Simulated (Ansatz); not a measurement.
AlH$_{5}$OSeSi, SMILES `[OH][AlH][SiH2][SeH]`, relaxed with RKS PBE0-D4/def2-TZVP in the Gaussian-basis code of Ansatz from a PBE-D4/def2-SVP geometry. The force threshold is 0.005 eV/Å; the program also tests the step.

Total charge 0; spin multiplicity 1.

Start:

```xyz
9

O     1.282    0.125    1.476
Al    0.779   -1.013    0.277
Si   -1.117   -0.070   -0.946
Se   -0.843    2.221   -0.713
H     2.026   -0.003    2.087
H     1.551   -2.408    0.124
H    -2.465   -0.537   -0.445
H    -1.104   -0.354   -2.427
H    -0.108    2.039    0.568
```

How much energy does the relaxation release, and in how many steps? (An estimate is asked.)

The calculation gave: 3.50 kJ/mol, in 32 steps, 3 of them rejected.

Which bonds change most? (Estimate.)

The calculation gave: O1–Al2 from 1.727 to 1.699 Å; Si3–Se4 from 2.319 to 2.294 Å; Si3–H7 from 1.512 to 1.491 Å; Se4–H9 from 1.488 to 1.469 Å.

Give the relaxed structure. (Best estimate.)

Ansatz gave: 
```xyz
9

O     1.434    0.164    1.364
Al    0.734   -1.003    0.346
Si   -1.096   -0.050   -0.960
Se   -1.111    2.200   -0.512
H     2.166   -0.006    1.956
H     1.294   -2.487    0.343
H    -2.422   -0.642   -0.622
H    -0.931   -0.241   -2.429
H    -0.068    2.066    0.514
```
